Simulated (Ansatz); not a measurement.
A run of Ansatz (development build ahead of 0.2.0) on triplet CH3Br at this shape:

```yaml
atoms:
  - { symbol: C, position_ang: [0.7561, -0.5228, 1.1994] }
  - { symbol: Br, position_ang: [-0.2093, 0.1447, -0.3320] }
  - { symbol: H, position_ang: [0.0809, -1.1556, 1.7862] }
  - { symbol: H, position_ang: [1.6133, -1.1047, 0.8424] }
  - { symbol: H, position_ang: [1.0948, 0.3321, 1.7955] }
```

Its results:

- Converged: yes
- Reference energy: -2611.47128 hartree
- Correlation energy: -0.36242 hartree
- Total energy: -2611.83370 hartree
- Spin squared of the determinant: 2.015
- Stability test: minimum

Forces (eV/Å):
```tsv
atom	Fx	Fy	Fz
C1	3.485	-3.053	5.540
Br2	-3.799	2.763	-6.030
H3	-0.009	0.026	0.240
H4	0.224	0.038	0.092
H5	0.099	0.226	0.158
```

Task: Which input gives this output? Name the method, the orbitals and the basis set, and write the input.

Result: UHF-MP2 in def2-SVP.

```yaml
crystal:
  periodic: [false, false, false]
  atoms:
    - { symbol: C, position_ang: [0.7561, -0.5228, 1.1994] }
    - { symbol: Br, position_ang: [-0.2093, 0.1447, -0.332] }
    - { symbol: H, position_ang: [0.0809, -1.1556, 1.7862] }
    - { symbol: H, position_ang: [1.6133, -1.1047, 0.8424] }
    - { symbol: H, position_ang: [1.0948, 0.3321, 1.7955] }
basis:
  gaussian: { orbitals: def2-SVP }
magnetization:
  spin_polarized: true
  initial_magnetization: 2
hamiltonian:
  xc: hf
correlation:
  method: mp2
  frozen_orbitals: { Br: 9, C: 1, H: 0 }
output:
  forces: true
```

Caution: another spin multiplicity may lie lower; the determinant breaks the point group.
